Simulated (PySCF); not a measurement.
# Reading the logs of faulty runs: BGe2H6O

All numbers below are calculated, not measured. The program is PySCF 2.14.0, an open-source quantum chemistry code, run on an isolated molecule that a program drew, which may never have been made. The molecule is BGe2H6O (charge 0, doublet), drawn as the SMILES string `[GeH2][BH][O][GeH3]`.

Each row is a Hartree-Fock (HF) and frozen-core CCSD(T) single point in the cc-pVDZ basis, meant for a local HF minimum. Run 1 is clean. Each other run has one planted mistake out of seven kinds, and not every kind appears here: one electron removed, one electron added, multiplicity raised by two, geometry at a saddle point, minimal basis STO-3G, one bond length entered in bohr, all coordinates scaled. The reference is restricted for singlets and unrestricted otherwise, and also for a bond in bohr. Adding or removing an electron swaps singlet and doublet. Electrons count all cores. HOMO and LUMO are orbital energies over both spins, the gradient is its largest component, and the lowest frequency (negative if imaginary) is given only where the gradient is small. Bond lengths are over the 9 bonds as drawn. T1 is the CCSD diagnostic: over 0.02 (restricted) or 0.045 (unrestricted) a single reference is doubtful. Germanium has the cc-pVDZ-PP basis, with a core potential (ECP10MDF) in place of its 10 inner electrons, and its 3s, 3p and 3d shells are frozen in CCSD(T).

Geometry of the clean run:
```xyz
10
BGe2H6O, angstrom
Ge    2.4516    1.3211    0.7294
B     0.8145    0.7724   -0.4459
O     0.4877   -0.4839   -0.7674
Ge    1.1327   -2.1120   -0.3478
H     3.0631    0.3100    1.7143
H     2.3947    2.7001    1.3963
H     0.1588    1.6740   -0.9028
H     2.6379   -2.0993   -0.5954
H     0.4043   -3.0636   -1.2841
H     0.8020   -2.3782    1.1164
```

```
run,electrons,basis functions,<S^2>,HOMO (eV),LUMO (eV),gradient (hartree/bohr),lowest frequency (cm^-1),mean bond (Å),longest bond (Å),T1,HF (hartree),CCSD(T) (hartree),mistake
1,83,104,0.764,-8.05,1.04,2.6e-05,64,1.5637,2.089,0.0168,-689.81164,-690.32673,no fault
2,84,104,0.000,-0.48,6.78,5.0e-02,-,1.5637,2.089,0.0196,-689.79889,-690.34720,one electron added
3,82,104,0.000,-16.02,-6.48,5.5e-02,-,1.5637,2.089,0.0206,-689.54509,-690.05175,one electron removed
4,83,104,0.764,-8.06,1.00,2.6e-02,-,1.6341,2.183,0.0184,-689.79468,-690.31785,all coordinates scaled
5,83,104,1.683,-7.81,0.52,1.4e-02,-,1.7702,3.947,0.0268,-689.71715,-690.20788,one bond length entered in bohr
6,83,104,3.766,-4.90,-1.60,4.9e-02,-,1.5637,2.089,0.0233,-689.62466,-690.13899,?
```

**Which mistake was planted in run 6, and what did it cost?**

Electrons, basis and geometry are unchanged, and <S^2> is 3.766, beside S(S+1) = 3.75 for a multiplicity of 4. So the mistake is: multiplicity raised by two. Subtracting run 1 and multiplying by 627.51 kcal/mol a hartree, the energy moved by 117.3 kcal/mol in HF and 117.8 kcal/mol in CCSD(T).

Cautions from the logs. Run 3: T1 is over the limit, so its CCSD(T) energy is less reliable.
